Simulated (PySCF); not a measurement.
# Homolysis of `CC(C)[SeH]` (C3H8Se), bond by bond

System: `CC(C)[SeH]` (C3H8Se). Optimised structure (Å), atoms numbered from 1:
```
C     0.0454    1.4217    0.3075
C     0.3164    0.0215   -0.2176
C    -0.9112   -0.8687   -0.1687
Se    1.8040   -0.7249    0.8478
H    -0.2845    1.3936    1.3585
H     0.9373    2.0627    0.2444
H    -0.7553    1.8957   -0.2823
H     0.6914    0.0886   -1.2503
H    -1.2735   -0.9819    0.8647
H    -0.7040   -1.8735   -0.5657
H    -1.7234   -0.4296   -0.7731
H     1.8546   -2.0039    0.1222
```

Level of theory: M06-2X/def2-TZVP single points in PySCF, grid level 3; every species was optimised with PBE0-D3(BJ)/def2-SVP. Thermal corrections: GFN2-xTB frequencies, unscaled, ideal gas at 298.15 K and 1 bar, quasi-RRHO entropy. These were taken at the GFN2-xTB minima.

| bond | r / Å | radicals | BDE(298 K) / kcal/mol | BDFE / kcal/mol | D₀ / kcal/mol | Dₑ / kcal/mol |
| --- | --- | --- | --- | --- | --- | --- |
| C2–Se4 | 1.976 | `C[CH]C` + SeH• | 61.5 | 49.1 | 60.2 | 64.7 |
| Se4–H | 1.471 | `CC(C)[Se]` + H• | 76.0 | 68.4 | 75.0 | 79.2 |
| C1–C2 | 1.520 | CH3• + `C[CH][SeH]` | 86.1 | 74.1 | 84.5 | 92.0 |
| C2–H | 1.101 | `C[C](C)[SeH]` + H• | 93.8 | 85.0 | 92.2 | 100.6 |

Homolysis to relaxed radicals in the gas phase; the table need not hold every single bond outside rings.

Weakest of these: C2–Se4 (61.5 kcal/mol); strongest: C2–H (93.8 kcal/mol).

Known limits: spin-orbit coupling is left out of the energies, which matters for open shells on the heavier atoms; atoms from Ga to Kr are treated without relativity.

Structures, frequencies and single points took 6 min of wall time on 1 thread of Arm Neoverse V1 (shared host), launched as `OMP_NUM_THREADS=1 python redox_run.py task.json out`.
